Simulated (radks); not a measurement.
Task: Spherical quantum dot in the effective-mass picture: electrons in a hard-walled sphere of radius 8.67, all in effective atomic units (hartree* = m*/eps^2 hartree, bohr* = eps/m* bohr), one dielectric constant everywhere. Method: non-relativistic Kohn-Sham, LDA (Slater exchange, Perdew-Wang correlation), spin-polarised, spherical densities; computed with a radial shooting solver with Libxc functionals. Levels are named by radial order and angular momentum (1s, 1p, 1d, 2s, ...), and open shells are averaged over m. At N = 14 the configuration is 1s2 1p6 1d(up 5, down 1). Does electron 15 go into 1d down or 1f up or 1f down?

Result: Into 1d down. The total energies of the other choices lie higher by 0.0546 hartree* (1f up), 0.0765 hartree* (1f down).
